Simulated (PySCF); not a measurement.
# `C1CCN(P2C=CC(C)C=C2)C1`, C10H16NP

Molfile (atoms numbered from 1):
```
C10H16NP
     RDKit          3D

 28 29  0  0  0  0  0  0  0  0999 V2000
    3.6444    0.2555   -0.8074 C   0  0  0  0  0  0  0  0  0  0  0  0
    2.8843   -0.1105    0.4769 C   0  0  0  0  0  0  0  0  0  0  0  0
    1.8788    0.9630    0.7836 C   0  0  0  0  0  0  0  0  0  0  0  0
    0.6847    1.0198    0.2112 C   0  0  0  0  0  0  0  0  0  0  0  0
    0.1575   -0.1840   -1.0576 P   0  0  0  0  0  0  0  0  0  0  0  0
   -1.4129   -0.6646   -0.6005 N   0  0  0  0  0  0  0  0  0  0  0  0
   -2.5489   -0.0970   -1.3025 C   0  0  0  0  0  0  0  0  0  0  0  0
   -3.0684    1.0125   -0.3825 C   0  0  0  0  0  0  0  0  0  0  0  0
   -2.7708    0.4740    1.0262 C   0  0  0  0  0  0  0  0  0  0  0  0
   -1.8156   -0.7168    0.7967 C   0  0  0  0  0  0  0  0  0  0  0  0
    1.0459   -1.5833   -0.3166 C   0  0  0  0  0  0  0  0  0  0  0  0
    2.2100   -1.4418    0.3006 C   0  0  0  0  0  0  0  0  0  0  0  0
    4.1444    1.2152   -0.6937 H   0  0  0  0  0  0  0  0  0  0  0  0
    2.9386    0.3219   -1.6339 H   0  0  0  0  0  0  0  0  0  0  0  0
    4.3871   -0.5048   -1.0391 H   0  0  0  0  0  0  0  0  0  0  0  0
    3.6046   -0.1764    1.2993 H   0  0  0  0  0  0  0  0  0  0  0  0
    2.1866    1.7132    1.5015 H   0  0  0  0  0  0  0  0  0  0  0  0
   -0.0051    1.8269    0.4249 H   0  0  0  0  0  0  0  0  0  0  0  0
   -3.3126   -0.8760   -1.4187 H   0  0  0  0  0  0  0  0  0  0  0  0
   -2.2552    0.2588   -2.2901 H   0  0  0  0  0  0  0  0  0  0  0  0
   -4.1262    1.2162   -0.5361 H   0  0  0  0  0  0  0  0  0  0  0  0
   -2.5101    1.9309   -0.5691 H   0  0  0  0  0  0  0  0  0  0  0  0
   -3.6816    0.1426    1.5233 H   0  0  0  0  0  0  0  0  0  0  0  0
   -2.3059    1.2362    1.6504 H   0  0  0  0  0  0  0  0  0  0  0  0
   -0.9423   -0.6934    1.4503 H   0  0  0  0  0  0  0  0  0  0  0  0
   -2.3458   -1.6612    0.9667 H   0  0  0  0  0  0  0  0  0  0  0  0
    0.5809   -2.5506   -0.4549 H   0  0  0  0  0  0  0  0  0  0  0  0
    2.7326   -2.2989    0.7057 H   0  0  0  0  0  0  0  0  0  0  0  0
  1  2  1  0
  2  3  1  0
  3  4  2  0
  4  5  1  0
  5  6  1  0
  6  7  1  0
  7  8  1  0
  8  9  1  0
  9 10  1  0
  5 11  1  0
 11 12  2  0
 12  2  1  0
 10  6  1  0
  1 13  1  0
  1 14  1  0
  1 15  1  0
  2 16  1  0
  3 17  1  0
  4 18  1  0
  7 19  1  0
  7 20  1  0
  8 21  1  0
  8 22  1  0
  9 23  1  0
  9 24  1  0
 10 25  1  0
 10 26  1  0
 11 27  1  0
 12 28  1  0
M  END
```

The calculation used GIAO BHandHLYP/pcSseg-1 magnetisability, rotational g tensor and spin-rotation constants, non-relativistic, gas phase in PySCF. Geometry: GFN2-xTB.

Q: How diamagnetic is it, and how anisotropic?

A: Isotropic -2029 × 10⁻³⁰ J/T², or -122.2 × 10⁻⁶ cm³/mol; principal values -2291, -1912, -1883 × 10⁻³⁰ J/T², anisotropy 394 × 10⁻³⁰ J/T² (root of half the summed squared differences of the principal values). The susceptibility is in cgs units.

Q: Split it along the inertial axes a, b, c into diamagnetic and paramagnetic parts about the centre of mass, with the quadrupole moment.

A: 
```csv
axis,χ (10⁻⁶ cm³/mol),diamagnetic (10⁻⁶ cm³/mol),paramagnetic (10⁻⁶ cm³/mol),summed x² of all electrons (Å²),quadrupole Θ (D Å)
a,-121.4,-808.9,687.4,517.7,+8.56
b,-115.7,-2563.7,2448.0,104.1,-3.12
c,-129.4,-2638.1,2508.6,86.6,-5.43
```
Anisotropies 2χaa − χbb − χcc = +2.3 and 2χbb − χaa − χcc = +19.5 × 10⁻⁶ cm³/mol. Θ is traceless in Buckingham's convention.

Q: And the rotational g tensor?

A: 
| axis | rotational constant (GHz) | g | nuclear part | electronic part |
| --- | --- | --- | --- | --- |
| a | 1.9680 | -0.0236 | 0.6120 | -0.6356 |
| b | 0.5148 | -0.0059 | 0.5861 | -0.5920 |
| c | 0.4983 | -0.0022 | 0.5850 | -0.5872 |

Asymmetric top; isotopes 12C, 1H, 14N, 31P; no vibrational averaging.
